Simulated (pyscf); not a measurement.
HO–Sn(OH)(OH)–OH, singlet

Gas-phase minimum from PySCF at ωB97X-D3(BJ)/def2-SVP, one conformer. 

```
Sn
O 1 1.9602
H 2 0.9658 1 111.97
O 1 1.9602 2 106.40 3 -30.06
H 4 0.9658 1 111.85 2 152.39
O 1 1.9602 2 106.12 3 -154.16
H 6 0.9658 1 111.82 2 27.92
O 1 1.9607 2 116.03 3 87.91
H 8 0.9658 1 111.81 2 89.98
```
Charge 0, spin multiplicity 1.

Properties at ωB97X-D3(BJ)/def2-SVP:

```json
{
 "harmonic_wavenumbers_unscaled": "108, 131, 162, 163, 171, 192, 214, 215, 271, 640, 664, 674, 674, 845, 863, 867, 868, 3891, 3891, 3892, 3894 cm⁻¹",
 "zero_point_energy": "33.3 kcal/mol",
 "rotational_symmetry_number": "2",
 "Entropy of this conformer at 298 K and 1 atm, rigid rotor and harmonic oscillator, modes under 100 cm⁻¹ raised to 100": "380.1 J/(mol K)",
 "dipole_moment": "0.05 D"
}
```

Single-point totals, which compare only within one level:

```csv
level,total energy (hartree)
ωB97X-D3(BJ)/def2-TZVP,-517.94325
PBE/def2-TZVP,-517.50389
r²SCAN/def2-TZVP,-517.75711
B3LYP-D3(BJ)/def2-TZVP,-517.90126
PBE0-D3(BJ)/def2-TZVP,-517.50666
M06-2X/def2-TZVP,-517.64972
ωB97M-D3(BJ)/def2-TZVP,-517.91926
```

Soft torsions are taken as harmonic, which can shift the entropy by several J/(mol K). Elements past Kr carry the def2 core potentials, without spin-orbit coupling.
